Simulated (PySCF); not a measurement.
SMILES CCC[SiH2]S (C₃H₁₀SSi), GFN2-xTB optimised geometry.

```
15

C      2.73    -1.25     0.00
C      1.21    -1.25     0.00
C      0.64     0.16     0.00
Si    -1.25     0.19     0.01
S     -1.81     2.27     0.00
H      3.11    -0.74    -0.88
H      3.11    -0.74     0.88
H      3.12    -2.27     0.00
H      0.85    -1.79    -0.88
H      0.85    -1.79     0.88
H      1.02     0.70    -0.87
H      1.03     0.70     0.87
H     -1.83    -0.41    -1.19
H     -1.81    -0.41     1.21
H     -3.12     2.07     0.00
```

Density from PBE0/def2-TZVP in PySCF at that geometry.

Minimum of the electron density along straight lines between bonded atoms, close to the bond critical point (lines longer than 1.1 times the sum of covalent radii, or with two minima, are not listed):

```json
[
 {"bond": "C1–C2", "length / Å": "1.524", "ρ at the minimum / e bohr⁻³": "0.246", "∇²ρ there / e bohr⁻⁵": "-0.61", "position (fraction from the first atom)": "0.50"},
 {"bond": "C2–C3", "length / Å": "1.526", "ρ at the minimum / e bohr⁻³": "0.243", "∇²ρ there / e bohr⁻⁵": "-0.59", "position (fraction from the first atom)": "0.50"},
 {"bond": "C3–Si4", "length / Å": "1.890", "ρ at the minimum / e bohr⁻³": "0.121", "∇²ρ there / e bohr⁻⁵": "0.16", "position (fraction from the first atom)": "0.61"},
 {"bond": "Si4–S5", "length / Å": "2.156", "ρ at the minimum / e bohr⁻³": "0.095", "∇²ρ there / e bohr⁻⁵": "0.10", "position (fraction from the first atom)": "0.36"},
 {"bond": "C1–H6", "length / Å": "1.088", "ρ at the minimum / e bohr⁻³": "0.279", "∇²ρ there / e bohr⁻⁵": "-0.95", "position (fraction from the first atom)": "0.64"},
 {"bond": "C1–H7", "length / Å": "1.088", "ρ at the minimum / e bohr⁻³": "0.279", "∇²ρ there / e bohr⁻⁵": "-0.95", "position (fraction from the first atom)": "0.64"},
 {"bond": "C1–H8", "length / Å": "1.088", "ρ at the minimum / e bohr⁻³": "0.279", "∇²ρ there / e bohr⁻⁵": "-0.96", "position (fraction from the first atom)": "0.64"},
 {"bond": "C2–H9", "length / Å": "1.092", "ρ at the minimum / e bohr⁻³": "0.279", "∇²ρ there / e bohr⁻⁵": "-0.96", "position (fraction from the first atom)": "0.64"},
 {"bond": "C2–H10", "length / Å": "1.092", "ρ at the minimum / e bohr⁻³": "0.279", "∇²ρ there / e bohr⁻⁵": "-0.96", "position (fraction from the first atom)": "0.64"},
 {"bond": "C3–H11", "length / Å": "1.093", "ρ at the minimum / e bohr⁻³": "0.274", "∇²ρ there / e bohr⁻⁵": "-0.91", "position (fraction from the first atom)": "0.64"},
 {"bond": "C3–H12", "length / Å": "1.093", "ρ at the minimum / e bohr⁻³": "0.273", "∇²ρ there / e bohr⁻⁵": "-0.91", "position (fraction from the first atom)": "0.64"},
 {"bond": "Si4–H13", "length / Å": "1.462", "ρ at the minimum / e bohr⁻³": "0.126", "∇²ρ there / e bohr⁻⁵": "0.18", "position (fraction from the first atom)": "0.49"},
 {"bond": "Si4–H14", "length / Å": "1.462", "ρ at the minimum / e bohr⁻³": "0.126", "∇²ρ there / e bohr⁻⁵": "0.18", "position (fraction from the first atom)": "0.49"},
 {"bond": "S5–H15", "length / Å": "1.323", "ρ at the minimum / e bohr⁻³": "0.221", "∇²ρ there / e bohr⁻⁵": "-0.66", "position (fraction from the first atom)": "0.63"}
]
```
